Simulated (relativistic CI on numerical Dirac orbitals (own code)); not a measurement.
Method of calculation: Dirac-Coulomb-Breit CI, orbitals from a KLI potential per configuration, a model potential for QED, unscaled Slater integrals (own radial code, finite nucleus).

The strongest absorption lines from the ground level of an ion, among the configurations computed and to levels below about 9060 eV (vacuum wavelength in nm, gf): 0.13798 (0.097), 0.14300 (0.27), 0.15361 (0.52), 0.17762 (0.3), 0.18202 (0.061), 0.18363 (1.4), 0.20041 (2.4), 0.21737 (0.14).

Q: Which ion is it?
A. Sm⁵²⁺
B. Yb⁶⁰⁺
C. Xe⁴⁴⁺
D. Sm⁵⁰⁺

A: A. Sm⁵²⁺ has 10 electrons and the ground level 2s2 2p6 1S_0; the strongest line goes to 2s2 2p5 3d 1P°_1. The pattern of lines fixes the number of electrons, and along that sequence the line energies rise steadily with the charge (about as its square where n changes within one kind of shell, about linearly where n is kept but much faster in heavy ions where fine structure, which grows about as Z⁴, sets the gap, and irregularly where shells cross), which fixes Z. Configurations outside the model, such as inner-shell arrays, can give stronger lines. At this charge energies of transitions that change n are usually good to better than 1 %, and those within a shell (Δn = 0) to a few per cent.

LS names give the leading component of a level, which can be under half, so a name can repeat, a term be missing and a line seem to break the LS rules.
